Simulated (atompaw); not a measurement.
Before and after: PAW (atompaw) potential for nitrogen

N, PAW, made with atompaw 4.2.0.5 (PBE, non-relativistic). Core [He], reference 2s2 2p3. Waves: 2s (bound); 2s channel at -0.8 Ry; 2p (bound); 2p channel at 0.45 Ry. Local part: troulliermartins scheme with l = 2 at 0.5 Ry, radius 1.85 bohr. Core correction: smooth core density matched at 2.45 bohr. Augmentation charge: sinc compensation charge, radius 2.10 bohr; PAW radius 2.55 bohr; waves and projectors: bloechl.

All-electron outer shells of the reference configuration (PBE, non-relativistic, ld1.x):

| shell | level (eV) | outermost node (bohr) | outermost maximum (bohr) |
| --- | --- | --- | --- |
| 2s | -18.56 | 0.32 | 1.02 |
| 2p | -7.10 | – | 0.98 |

Change: wave 2p channel at 0.45 Ry becomes 2p channel at -0.32 Ry.

Cutoffs: the cutoffs (Ry, on a coarse ladder) from which the occupation-weighted sum of valence levels, in a spherical-Bessel basis at the reference potential, stays within 10 and 1 mRy of its value at 400 Ry; they do not see the model core or the augmentation charge, which bear on the density cutoff.

What does the change do?

The potential gets softer (25 Ry and 40 Ry → 21 Ry and 40 Ry); the range in which the p phases agree narrows (upper end at the end of the scan → 0.8); neither file shows a bound ghost.

```csv
quantity,base,changed
"cutoff, loose",25 Ry,21 Ry
"cutoff, tight",40 Ry,40 Ry
loose cutoff by channel (10 mRy a level),"s 18 Ry, p 21 Ry","s 18 Ry, p 15 Ry"
bound ghosts,none,none
s: phases at 2.55 bohr within 0.05 rad from the reference energy up to (Ry; the scan ends near 5),1.4,1.4
p: phases at 2.55 bohr within 0.05 rad from the reference energy up to (Ry; the scan ends near 5),to the end of the scan,0.8
lowest overlap eigenvalue by channel,"s 0.65, p 1.00","s 0.65, p 0.01"
```

 The cutoffs see the waves, projectors and local potential, not the compensation charge or the core.
